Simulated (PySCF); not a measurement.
**Ionisation energy along the 1-electron series**

Calculated with PySCF 2.14 and a two-component X2C-1e Hamiltonian (Gaussian nucleus, no Breit or QED terms), each ion in its own even-tempered basis scaled to its charge; GMP2 freezes nothing and drops the highest virtual spinors. Values in eV. NIST values: (m) measured, (s) semi-empirical, (t) theoretical.

| ion | configuration | GHF (screened spin-orbit) | NIST |
| --- | --- | --- | --- |
| Hf⁷¹⁺ | 1s1 | 76192.2 | 76077.7 ± 0.11 (t) |
| Ta⁷²⁺ | 1s1 | 78514.6 | 78394.63 ± 0.12 (t) |
| W⁷³⁺ | 1s1 | 80881.4 | 80755.91 ± 0.14 (t) |
| Re⁷⁴⁺ | 1s1 | 83293.6 | 83162.41 ± 0.24 (t) |
| Os⁷⁵⁺ | 1s1 | 85751.6 | 85614.42 ± 0.15 (t) |
| Ir⁷⁶⁺ | 1s1 | 88256.9 | 88113.6 ± 1.4 (t) |
| Pt⁷⁷⁺ | 1s1 | 90809.8 | 90659.84 ± 0.17 (t) |
| Au⁷⁸⁺ | 1s1 | 93411.1 | 93254.62 ± 0.2 (t) |
| Hg⁷⁹⁺ | 1s1 | 96060.8 | 95898.19 ± 0.22 (t) |
| Tl⁸⁰⁺ | 1s1 | 98761.6 | 98592.12 ± 0.25 (t) |
| Pb⁸¹⁺ | 1s1 | 101513.6 | 101336.7 ± 0.3 (t) |
| Bi⁸²⁺ | 1s1 | 104318.1 | 104133.4 ± 0.3 (t) |

Between Z = 72 and Z = 83 the GHF (screened spin-orbit) value grows as Z to the power 2.21.
